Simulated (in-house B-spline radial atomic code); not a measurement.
# Solving the quasi-particle equation for 2p of Cl⁷⁺

Configuration [He] 2s2 2p6, start PBE, empty levels kept to 1280 hartree. Computed with a B-spline radial code for spherical atoms: all electrons, non-relativistic, point nucleus, each spin shell either full or empty, empty states to l = 9 with an (l + 1/2)⁻⁴ tail; G0W0 by contour deformation at full frequency.

At the mean-field level ε = -323.058 eV the matrix elements are Σx = -89.561 eV, v_xc = -62.03 eV and Σc(ε) = 1.707 eV, and the slope of the correlation self-energy is dΣc/dω = -0.0172. The quasi-particle energy solves E = ε + Σx − v_xc + Σc(E).

(1) What does the linearised equation give?

(2) How does that compare with the full solution and with static screening?

## Answers

(1) Z = 1/(1 − dΣc/dω) = 1/1.0172 = 0.9831. The first-order shift is Σx − v_xc + Σc(ε) = -89.561 − (-62.03) + (1.707) = -25.824 eV, so E ≈ ε + Z × shift = -323.058 + 0.9831 × (-25.824) = -348.446 eV.

(2) Solving the equation at full frequency dependence gives E = -348.417 eV, where Σc = 2.173 eV and the weight is 0.981; the linearised value is off by 29 meV. Leaving Z out would give -348.882 eV. Static COHSEX puts -2.331 eV in place of Σc and gives -352.920 eV, 4.50 eV deeper. The tabulated removal energy is 348.306 ± 0.007 eV (NIST, measured); the run leaves out relativity, Breit and QED terms.
